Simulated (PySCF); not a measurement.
## Correlation energy of Al²⁺ (aluminium, charge +2)

[Ne] 3d1, 2D determinant (an excited configuration). Calculation: PySCF 2.14, in x2c-QZVPPall with one added diffuse shell each of s, p, d, f type (10s7p5d3f1g, 86 functions); scalar relativity by spin-free X2C-1e. Frozen: 1s2; 9 electrons correlated.

```tsv
level	correlation energy (mhartree)
CCSD	-158.10
(T)	-1.07
CCSD(T)	-159.17
```

Diagnostics: T1 = 0.0040, D1 = 0.0118, largest double amplitude 0.010.

The outer electron is Rydberg-like, and this basis confines it to a smaller radius and binds it less than a complete one would.

Cost of the coupled-cluster step: of the order of 30 core-seconds, for 9 correlated electrons.

This basis was not built for core-valence correlation, so the inner-shell part is incomplete.
